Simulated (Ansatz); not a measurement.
Consider the formal exchange of groups at a C–N bond: `CNC1C[SiH2]1` + `SC[SiH2]S` → `C[SiH](S)CS` + `NC1C[SiH2]1`.

Gas-phase electronic energies from Ansatz, PBE0-D4/def2-TZVP geometries. CCSD(T)/CBS is the MP2 limit (def2-TZVPP, def2-QZVPP) plus CCSD(T) − MP2 in def2-TZVPP, frozen cores. Functionals use def2-TZVPP. B3LYP here is the variant with VWN-RPA as its local correlation; programs differ in this. Each species was taken in one conformer, which may not be the lowest.

Is it downhill or uphill in electronic energy at CCSD(T)/CBS, and by how much? (Best estimate.)

Computed: Downhill: ΔE = -71.9 kJ/mol.

What do these levels give: r2SCAN-D4, B3LYP-D4, ωB97X-V, B2PLYP, PBE, r2SCAN, B3LYP, HF/def2-TZVPP, CCSD/def2-TZVPP, CCSD(T)/def2-TZVPP, MP2/def2-QZVPP, CCSD/CBS(def2)? (An estimate is asked.)

Ansatz gave: r2SCAN-D4 -73.7, B3LYP-D4 -69.0, ωB97X-V -68.3, B2PLYP -70.1, PBE -69.8, r2SCAN -73.6, B3LYP -68.9, HF/def2-TZVPP -65.9, CCSD/def2-TZVPP -69.9, CCSD(T)/def2-TZVPP -69.8, MP2/def2-QZVPP -73.9, CCSD/CBS(def2) -71.9 kJ/mol.

Largest T1 diagnostic among the species: 0.011.

In def2-TZVPP, CCSD(T) changes the Hartree–Fock value by −4.0 kJ/mol (the triples alone add +0.0 kJ/mol) and MP2 by −6.9 kJ/mol.
